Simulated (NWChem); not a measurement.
System: CH5BOS; SMILES OBSC

Input file for NWChem:

```
start job
memory heap 200 mb stack 900 mb global 1100 mb
geometry units angstroms noautoz
  B     -0.657962     1.030983     0.000000
  H     -1.744067     1.566944     0.000000
  O      0.504386     1.728487     0.000000
  H      0.366279     2.680489     0.000000
  S     -0.640694    -0.761876     0.000000
  C      1.136540    -1.142009     0.000000
  H      1.623068    -0.732120    -0.894640
  H      1.235286    -2.235075     0.000000
  H      1.623068    -0.732120     0.894640
end
basis spherical
  * library 6-31+g*
end
dft
  xc hfexch
  iterations 150
end
tddft
  nroots 8
end
task tddft energy
```

Structure relaxed at the PBE0/def2-SVP level.

Vertical excitations in the gas phase.

Task: Predict the main results of this run. (Hartree-Fock/6-31+G* (spherical d), TDHF.) Quantities: lowest excitation, singlet (eV); oscillator strength of that lowest state; lowest state with f > 0.02, singlet (eV); lowest triplet (eV); orbital gap (eV).

Result: 
| Item | Result |
|---|---|
| lowest excitation, singlet (eV) | 6.77 |
| oscillator strength of that lowest state | 0.004 |
| lowest state with f > 0.02, singlet (eV) | 7.38 |
| lowest triplet (eV) | 5.98 |
| orbital gap (eV) | 11.26 |
